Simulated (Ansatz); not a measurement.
`[Cl][Hf]([Cl])([Cl])[I]` + `[OH][Zr]([OH])([OH])[Cl]` → `[OH][Hf]([Cl])([Cl])[I]` + `[OH][Zr]([OH])([Cl])[Cl]`  (redistribution)

Computed with Ansatz on PBE0-D4/def2-TZVP structures; ΔE is electronic, products minus reactants. CBS: MP2 limit from def2 TZ/QZ plus the TZ coupled-cluster correction, frozen cores. DFT in def2-TZVPP. HSE06 is defined as in plane-wave codes. Elements past krypton have def2 core potentials. For Hf, I, Zr outer-core shells are correlated without core-valence functions, which leaves a few kJ/mol of doubt a bond. One conformer a species, not always the lowest.

Is it downhill or uphill in electronic energy at CCSD(T)/CBS, and by how much? (Estimate.)

Computed: Downhill: ΔE = -0.20 eV.

What do these levels give: revPBE-D4, r2SCAN-D4, PBE0-D4, CAM-B3LYP-D4, HSE06, BHLYP, HF/def2-SVP, HF/def2-TZVPP, MP2/def2-TZVPP, CCSD(T)/def2-TZVPP, HF/def2-QZVPP, MP2/CBS(def2)? (Estimate.)

The calculation gave: revPBE-D4 -0.19, r2SCAN-D4 -0.22, PBE0-D4 -0.22, CAM-B3LYP-D4 -0.24, HSE06 -0.22, BHLYP -0.24, HF/def2-SVP -0.30, HF/def2-TZVPP -0.28, MP2/def2-TZVPP -0.19, CCSD(T)/def2-TZVPP -0.22, HF/def2-QZVPP -0.28, MP2/CBS(def2) -0.17 eV.

Largest T1 diagnostic among the species: 0.016.

Leaving LDA and LC-ωPBE aside and taking each functional with its dispersion term where it has one, the values, not all of them listed here, spread over 0.05 eV, from ωB97X-V to revPBE-D4. From BLYP to BHLYP (50 % exact exchange), in def2-TZVPP and without D4, ΔE moves by −0.03 eV.
